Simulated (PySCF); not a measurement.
## Selenium: a sound run and one with changed settings

Sound run: Se [Ar] 3d10 4s2 4p4, Se⁺ [Ar] 3d10 4s2 4p3. Calculation: PySCF 2.14, in cc-pVDZ-PP with ECP10MDF (4s3p2d, 23 functions); a scalar-relativistic core potential. In the sound run the correlated levels freeze 3s2 3p6 3d10 outside the core potential. The sound run starts from symmetry-adapted Hartree-Fock orbitals and uses a fine grid where one is needed.

A second run was set up differently.

| species | method | sound run (hartree) | changed run (hartree) | converged |
| --- | --- | --- | --- | --- |
| Se | MP2 | -371.91630 | -371.93940 | yes |
| Se⁺ | MP2 | -371.58864 | -371.61039 | yes |

Ionisation energy of Se:

| method | sound run (eV) | changed run (eV) |
| --- | --- | --- |
| UHF | 8.504 | 8.504 |
| MP2 | 8.916 | 8.953 |
| SCS-MP2 | 8.933 | 8.955 |

Problem. What was changed?
A. level shift left on
B. basis contracted for another Hamiltonian
C. all electrons correlated in a valence basis
D. a valence shell is frozen

Solution. C. A valence basis has no tight correlating functions, so it recovers only part of the core correlation, and not evenly between atom and ion.
